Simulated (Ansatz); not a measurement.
Gas-phase electronic energies from Ansatz, PBE0-D4/def2-TZVP geometries. CCSD(T)/CBS adds triple-zeta CCSD(T) − MP2 to the extrapolated MP2 energy (def2 sets, frozen cores). DFT in def2-TZVPP. B3LYP here is the variant with VWN-RPA as its local correlation; programs differ in this. One conformer a species, not always the lowest.

Reaction (isomerisation): `C#[C][AlH][NH2]` → `N#C[CH2][AlH2]`

`C#[C][AlH][NH2]`:

```xyz
8

C     0.258    0.424    2.457
C    -0.103    0.289    1.310
Al   -0.707    0.088   -0.488
N     0.466   -0.459   -1.682
H     0.577    0.542    3.468
H    -2.191    0.390   -0.924
H     1.430   -0.672   -1.481
H     0.270   -0.603   -2.659
```

`N#C[CH2][AlH2]`:

Cartesian coordinates in Å:
```
N -2.149 1.071 0.019
C -1.084 0.826 0.392
C 0.254 0.409 0.716
Al 0.530 -0.855 -0.797
H 0.281 -0.072 1.695
H 0.936 1.261 0.702
H 1.128 -0.278 -2.140
H 0.105 -2.361 -0.587
```

```json
{"level": "PBE-D4", "ΔE (kJ/mol)": "28.2", "difference from CCSD(T)/CBS": "-24.5"}
{"level": "PBE0-D4", "ΔE (kJ/mol)": "30.9", "difference from CCSD(T)/CBS": "-21.8"}
{"level": "B3LYP-D4", "ΔE (kJ/mol)": "40.7", "difference from CCSD(T)/CBS": "-12.0"}
{"level": "r2SCANh-D4", "ΔE (kJ/mol)": "40.2", "difference from CCSD(T)/CBS": "-12.5"}
{"level": "BHLYP-D4", "ΔE (kJ/mol)": "43.9", "difference from CCSD(T)/CBS": "-8.8"}
{"level": "ωB97M-V", "ΔE (kJ/mol)": "41.6", "difference from CCSD(T)/CBS": "-11.1"}
{"level": "revPBE", "ΔE (kJ/mol)": "26.2", "difference from CCSD(T)/CBS": "-26.5"}
{"level": "BLYP", "ΔE (kJ/mol)": "40.6", "difference from CCSD(T)/CBS": "-12.1"}
{"level": "PBE0", "ΔE (kJ/mol)": "31.7", "difference from CCSD(T)/CBS": "-21.0"}
{"level": "BHLYP", "ΔE (kJ/mol)": "44.7", "difference from CCSD(T)/CBS": "-8.0"}
{"level": "RPA@PBE/def2-TZVPP", "ΔE (kJ/mol)": "31.2", "difference from CCSD(T)/CBS": "-21.5"}
{"level": "SCS-MP2/def2-TZVPP", "ΔE (kJ/mol)": "41.1", "difference from CCSD(T)/CBS": "-11.6"}
{"level": "HF/def2-QZVPP", "ΔE (kJ/mol)": "40.2", "difference from CCSD(T)/CBS": "-12.5"}
{"level": "HF/CBS(def2)", "ΔE (kJ/mol)": "40.4", "difference from CCSD(T)/CBS": "-12.3"}
{"level": "MP2/CBS(def2)", "ΔE (kJ/mol)": "54.9", "difference from CCSD(T)/CBS": "2.2"}
{"level": "CCSD/CBS(def2)", "ΔE (kJ/mol)": "53.0", "difference from CCSD(T)/CBS": "0.3"}
{"level": "CCSD(T)/CBS", "ΔE (kJ/mol)": "52.7", "difference from CCSD(T)/CBS": "0"}
```

Task: What do rigid-rotor, harmonic-oscillator terms from PBE0-D4/def2-TZVP frequencies (298.15 K, 1 bar) make of the CCSD(T)/CBS value? (Best estimate.)

Result: Computed: ΔZPE = -8.0 kJ/mol, ΔH = +44.0 kJ/mol, ΔS = 4 J/(mol·K), ΔG = +43.0 kJ/mol. Modes under 50 cm⁻¹ make the entropy rough.

Largest T1 diagnostic among the species: 0.013.

At CCSD(T), def2-SVP lies −38.1 kJ/mol from the extrapolated value and def2-TZVPP −10.3 kJ/mol. Leaving LDA and LC-ωPBE aside and taking each functional with its dispersion term where it has one, the values, not all of them listed here, spread over 22.5 kJ/mol, from revPBE-D4 to B2PLYP. LDA lies +6.0 kJ/mol from PBE without D4. From BLYP to BHLYP (50 % exact exchange), in def2-TZVPP and without D4, ΔE moves by +4.1 kJ/mol.
